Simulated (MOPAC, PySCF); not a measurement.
Isomers of CH4OSi. All species are isolated molecules in the gas phase. One relaxed conformer stands for each flexible species; it need not be the lowest. Strings in code marks are SMILES.

Quantity: vertical ionisation energy (energy after one electron is removed minus that of the parent at the parent's geometry), in eV.

Level 1: SVWN5/6-31G* // B3LYP-D3(BJ)/def2-TZVP (PySCF)
Level 2: minus the HOMO energy of AM1 // B3LYP-D3(BJ)/def2-TZVP (MOPAC)
Level 3: minus the HOMO energy of HF/STO-3G // B3LYP-D3(BJ)/def2-TZVP (PySCF)
Level 4: minus the HOMO energy of PBE-D3(BJ)/def2-TZVP // B3LYP-D3(BJ)/def2-TZVP (PySCF)

| species | level 1 | level 2 | level 3 | level 4 |
|---|---|---|---|---|
| `C[SiH]=O` | 10.15 | 10.57 | 7.69 | 6.37 |
| `C=[SiH]O` (C–Si–O–H torsion 0°) | 8.46 | 8.57 | 5.38 | 5.16 |
| `OC=[SiH2]` (H–O–C–Si torsion 164°) | 7.89 | 8.37 | 4.47 | 4.73 |
| `O=C[SiH3]` | 9.39 | 9.97 | 7.95 | 5.68 |
